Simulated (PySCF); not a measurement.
Computed with TPSSh-D3(BJ)/def2-TZVP // BP86-D3(BJ)/def2-SVP in PySCF 2.14.0. All species are isolated molecules in the gas phase. One relaxed conformer stands for a flexible species; it need not be the lowest. 

Reference species: [Nb(Cl)5] (neutral, multiplicity 1).

| Item | Result |
|---|---|
| charge on the central atom (Mulliken) | 1.26 e |
| coordination number | 5 |
| HOMO | -8.51 eV |
| HOMO–LUMO gap | 3.69 eV |

Changed species: [Nb(Cl)2(OH)3] (3 of 5 Cl replaced by OH; the reference has 0 of 5 Cl replaced by OH).

Q: What does the change do to the charge on the central atom (Mulliken), coordination number, HOMO and HOMO–LUMO gap?

A: the charge on the central atom (Mulliken) rises by 0.43 e, to 1.69 e; the coordination number is nearly the same; the HOMO rises by 0.76 eV, to -7.75 eV; the HOMO–LUMO gap rises by 1.17 eV, to 4.86 eV.
